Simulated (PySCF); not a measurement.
A GIAO shielding run with PySCF 2.14.0 with density-fitted response routines (density fitting, non-relativistic, gas phase) on SMILES C(#C)CCC1=CC1=C, C₈H₈:

```
$ OMP_NUM_THREADS=1 python probes_run.py task.json out

{"job": {"kind": "nmr", "xc": "PBE0", "basis": "pcSseg-1"}, "charge": 0, "multiplicity": 1}
C     -2.124242     1.790780    -2.549980
C     -1.831355     1.045906    -1.660827
C     -1.437887     0.167680    -0.579223
C      0.007516     0.447460    -0.142351
C      0.428286    -0.440790     0.944826
C      0.147759    -1.425556     1.790015
C      1.479739    -0.856269     1.855001
C      2.691388    -0.779078     2.348383
H     -2.397720     2.435471    -3.330467
H     -1.528536    -0.871858    -0.907228
H     -2.112711     0.316957     0.268710
H      0.688792     0.319878    -0.990582
H      0.103463     1.487098     0.188840
H     -0.545938    -2.137469     2.167500
H      3.405762    -0.063933     1.977350
H      3.018087    -1.427335     3.143590
```

Hardware: 1 thread of an Arm Neoverse V1, shared host. The job also computes population analyses, field gradients, ring-centre shieldings.

(1) How large is the calculation?

(2) How long does it take, and how much memory does it need?

Results:

(1) 56 electrons, 176 basis functions and 904 auxiliary functions.

(2) 32 s of wall time, with 14 SCF cycles and 5 response iterations; peak memory 0.84 GiB. Times on a shared host scatter by some tens of per cent.
